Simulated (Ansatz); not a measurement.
This geometry of BH8NOSi (12 atoms, charge 0, multiplicity 1) is a first-order saddle point.

Method: Ansatz 0.2.0, RKS PBE-D4/6-31G*.

```xyz
12
Properties=species:S:1:pos:R:3
B 0.144 0.269 0.243
O -0.357 0.079 1.775
H -1.327 -0.064 1.771
H 1.168 -0.350 0.072
H -0.779 0.052 -0.521
N 0.380 1.826 0.489
H 1.366 2.083 0.602
Si -0.597 2.975 -0.445
H -0.346 2.891 -1.921
H -2.033 2.653 -0.170
H -0.301 4.375 0.012
H -0.137 1.252 1.620
```

Which two structures does it join? (They come from a converged band through this point; their orientation in space is the band's.)

Bonds broken: B1–O2, N6–H12. Bonds formed: O2–H12. BH8NOSi becomes BH6NSi + H2O.

Image 0:

```xyz
12
Properties=species:S:1:pos:R:3
B 0.007 0.160 0.415
O -0.804 0.032 1.595
H -1.744 0.116 1.355
H 1.053 -0.468 0.466
H -0.573 0.118 -0.672
N 0.593 1.811 0.477
H 1.506 1.878 0.006
Si -0.660 2.895 -0.255
H -0.505 2.775 -1.733
H -1.992 2.429 0.224
H -0.445 4.320 0.166
H 0.746 1.974 1.481
```

Image 6:

```xyz
12
Properties=species:S:1:pos:R:3
B 0.406 0.454 0.092
O -0.613 -0.222 1.621
H -1.487 -0.408 1.217
H 1.415 -0.189 0.259
H -0.382 0.115 -0.769
N 0.444 1.888 0.412
H 1.293 2.227 0.870
Si -0.555 3.092 -0.374
H -1.959 2.566 -0.454
H -0.556 4.349 0.453
H -0.127 3.472 -1.766
H -0.698 0.699 1.964
```

How far does it lie above each of them?

0.73 eV above the first and 0.25 eV above the second. This is the barrier of this one path; another mechanism may lie lower. The orbitals stay closed-shell, which can raise the energy where a bond breaks towards radicals; this wasn't checked here.

Time of the run: 2.6 min on 1 thread of AMD EPYC 9R45 96-Core Processor (Zen 5), on a shared host, peak memory 0.14 GiB.
